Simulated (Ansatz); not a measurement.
Q: Name a neutral molecule of C, Ge, N, Si and H with HOMO energy (ωB97M-V/def2-TZVPP) between -9.50 and -9.20 eV and HOMO–LUMO gap (PBE/def2-TZVPP) between 4.90 and 5.20 eV (Ansatz, PBE0-D4/def2-TZVP geometry).

A: `N[CH2][GeH2][SiH3]` (-9.29 eV, 5.08 eV); `N[CH]([SiH3])[GeH3]` (-9.44 eV, 5.13 eV); `NC[SiH2][GeH3]` (-9.42 eV, 4.94 eV). Other molecules can fit too; these were computed, each in one conformer that needn't be the lowest.
